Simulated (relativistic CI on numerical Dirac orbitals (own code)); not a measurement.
## Calculated levels, La XI

Method of calculation: Dirac-Coulomb-Breit CI, KLI orbitals optimised for each configuration, QED by a radiative potential, unscaled Slater integrals (own radial code, finite nucleus).

Configurations in the expansion (outside the closed core [Kr]): 4d¹⁰5s, 4d¹⁰5p, 4d¹⁰4f, 4d¹⁰5d, 4d¹⁰5f, 4d¹⁰5g, 4d⁹5s4f, 4d¹⁰6s, 4d⁹5s², 4d¹⁰6p, 4d¹⁰6d. Double excitations out of closed p, d and f shells are left out; levels of such configurations are missing from the list, as are those of other unlisted configurations, and high levels can miss mixing partners.

The lowest level is 4d¹⁰5s ²S1/2, with 100 % of that term; Hund's rules for 4d¹⁰5s give ²S with J = 1/2, in agreement.

```
No.  Configuration  Term     J   E (eV)    %  Lifetime (s)
  1         4d¹⁰5s    ²S   1/2    0.000  100              
  2         4d¹⁰5p   ²P°   1/2   17.982  100      2.93e-10
  3         4d¹⁰5p   ²P°   3/2   21.863  100      1.62e-10
  4         4d¹⁰4f   ²F°   5/2   23.218  100              
  5         4d¹⁰4f   ²F°   7/2   23.456  100      9.13e+00
  6         4d¹⁰5d    ²D   3/2   51.263  100      2.54e-11
  7         4d¹⁰5d    ²D   5/2   51.925  100      3.00e-11
  8         4d¹⁰6s    ²S   1/2   72.583  100      1.75e-11
  9         4d¹⁰6p   ²P°   1/2   80.623  100      2.94e-11
 10         4d¹⁰6p   ²P°   3/2   82.262  100      3.43e-11
 11         4d¹⁰5f   ²F°   5/2   83.789  100      2.18e-11
 12         4d¹⁰5f   ²F°   7/2   83.898  100      2.25e-11
 13         4d⁹5s²    ²D   5/2   85.966  100      1.48e-08
 14         4d⁹5s²    ²D   3/2   88.982  100      1.68e-08
 15         4d¹⁰6d    ²D   3/2   95.795  100      6.82e-11
 16         4d¹⁰6d    ²D   5/2   96.104  100      7.66e-11
 17        4d⁹5s4f   ⁴P°   1/2   99.484   98      1.17e-08
 18        4d⁹5s4f   ⁴P°   3/2   99.970   95      2.65e-09
 19         4d¹⁰5g    ²G   9/2  100.297  100      9.99e-12
 20         4d¹⁰5g    ²G   7/2  100.302  100      1.00e-11
 21        4d⁹5s4f   ⁴P°   5/2  100.910   92      2.04e-05
 22        4d⁹5s4f   ²P°   1/2  101.328   95      2.60e-09
 23        4d⁹5s4f   ²P°   3/2  102.343   87      1.84e-08
 24        4d⁹5s4f   ⁴H°  13/2  102.430  100              
 25        4d⁹5s4f   ⁴H°  11/2  102.820   88      5.59e-06
 26        4d⁹5s4f   ⁴H°   9/2  103.311   73      2.28e-06
 27        4d⁹5s4f   ²H°  11/2  104.142   99      1.20e-06
 28        4d⁹5s4f   ⁴H°   7/2  104.389   42      7.87e-06
 29        4d⁹5s4f   ⁴F°   5/2  104.435   45      2.12e-06
 30        4d⁹5s4f   ⁴H°   7/2  104.463   45      3.74e-06
```

Energies count from the lowest computed level; ° marks odd parity; lifetimes are radiative, by E1, M1, E2, M2, E3 decay to levels of this space only; some are left blank where a channel outside the calculation adds to the decay or the decay crosses a small, uncertain gap.

The mean weight of the leading LS term, summed over parents, in these 30 levels is 92 %, and that of the leading jj configuration (from the same eigenvectors) 87 %.

At this charge transitions that keep the count of f electrons are usually good to a few per cent. Levels and lines within the n = 5 or 6 shells can be off by up to 10 % or somewhat more, and those that change n by about 2 %, since core polarisation is missing. Levels that differ in their count of f electrons can be misplaced by several ten thousand cm⁻¹, since the correlation energy of f electrons is missing or only estimated; rates across such gaps can be off by orders of magnitude.

LS names give the leading component of a level, which can be under half, so a name can repeat, a term be missing and a line seem to break the LS rules.
